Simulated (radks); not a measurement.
Question: All-electron atom: neutral lithium in [He] 2s1. Method: scalar-relativistic Kohn-Sham, LDA (Slater exchange, VWN5 correlation), spin-polarised, spherical densities, finite nucleus; open shells are filled with parallel spins first; Fermi nuclear charge, rms radius 2.444 fm; computed with a radial shooting solver on a logarithmic mesh with Libxc functionals. Some entries of the table are withheld. Estimate them.

orbital,occ.,eigenvalue (eV),<r^2> (bohr^2),r(max) (bohr)
1s up,1,(1),(2),0.3653
1s down,1,(3),(4),0.3657
2s up,1,-3.1651,17.34,(5)
2s down,0,-2.0914,21.74,(6)

Answer: 
(1) 1s up eigenvalue (eV): -51.0237
(2) 1s up <r^2> (bohr^2): 0.4776
(3) 1s down eigenvalue (eV): -50.8128
(4) 1s down <r^2> (bohr^2): 0.4751
(5) 2s up r(max) (bohr): 3.072
(6) 2s down r(max) (bohr): 3.233
